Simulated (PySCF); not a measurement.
# What a mistake does to a calculation on AlBC2H8

All numbers below are calculated, not measured. The program is PySCF 2.14.0, an open-source quantum chemistry code, run on an isolated molecule that a program drew, which may never have been made. The molecule is AlBC2H8 (charge 0, singlet), drawn as the SMILES string `[BH2][AlH][CH2]C`.

Each row is a Hartree-Fock (HF) and frozen-core CCSD(T) single point in the cc-pV(D+d)Z basis, meant for a local HF minimum. Run 1 is clean. Each other run has one planted mistake out of seven kinds, and not every kind appears here: one electron removed, one electron added, multiplicity raised by two, geometry at a saddle point, minimal basis STO-3G, one bond length entered in bohr, all coordinates scaled. The reference is restricted for singlets and unrestricted otherwise, and also for a bond in bohr. Adding or removing an electron swaps singlet and doublet. Electrons count all cores. HOMO and LUMO are orbital energies over both spins, the gradient is its largest component, and the lowest frequency (negative if imaginary) is given only where the gradient is small. Bond lengths are over the 11 bonds as drawn. T1 is the CCSD diagnostic: over 0.02 (restricted) or 0.045 (unrestricted) a single reference is doubtful.

Geometry of the clean run:
```xyz
12
AlBC2H8, angstrom
B     0.9925   -2.2154   -0.9862
Al    0.6331   -0.8125    0.6084
C     0.1605    1.0879    0.3103
C     0.0464    1.5840   -1.1396
H     2.0858   -2.4025   -1.4597
H     0.1194   -2.8881   -1.4758
H     0.7466   -1.3037    2.1201
H     0.8984    1.6958    0.8537
H    -0.7837    1.2753    0.8422
H    -0.2196    2.6437   -1.1931
H    -0.7178    1.0325   -1.6957
H     0.9881    1.4613   -1.6832
```

| run | electrons | basis functions | <S^2> | HOMO (eV) | LUMO (eV) | gradient (hartree/bohr) | lowest frequency (cm^-1) | mean bond (Å) | longest bond (Å) | T1 | HF (hartree) | CCSD(T) (hartree) | mistake |
|---|---|---|---|---|---|---|---|---|---|---|---|---|---|
| 1 | 38 | 105 | 0.000 | -9.79 | 1.51 | 4.7e-05 | 53 | 1.3781 | 2.154 | 0.0095 | -346.95082 | -347.46609 | no fault |
| 2 | 37 | 105 | 0.837 | -15.02 | -7.23 | 7.3e-02 | - | 1.3781 | 2.154 | 0.0264 | -346.63705 | -347.12975 | one electron removed |
| 3 | 38 | 105 | 0.000 | -9.87 | 1.66 | 8.9e-02 | - | 1.2555 | 1.962 | 0.0094 | -346.85882 | -347.36368 | all coordinates scaled |
| 4 | 39 | 105 | 0.761 | -0.41 | 6.20 | 3.3e-02 | - | 1.3781 | 2.154 | 0.0109 | -346.92759 | -347.46397 | ? |

**Which mistake was planted in run 4, and what did it cost?**

It counts 39 electrons, one more than the clean run, at the same geometry and basis. So the mistake is: one electron added. Subtracting run 1 and multiplying by 627.51 kcal/mol a hartree, the energy moved by 14.6 kcal/mol in HF and 1.3 kcal/mol in CCSD(T).

Cautions from the logs. Run 4: the added electron raises the CCSD(T) energy, so it isn't bound in this basis.
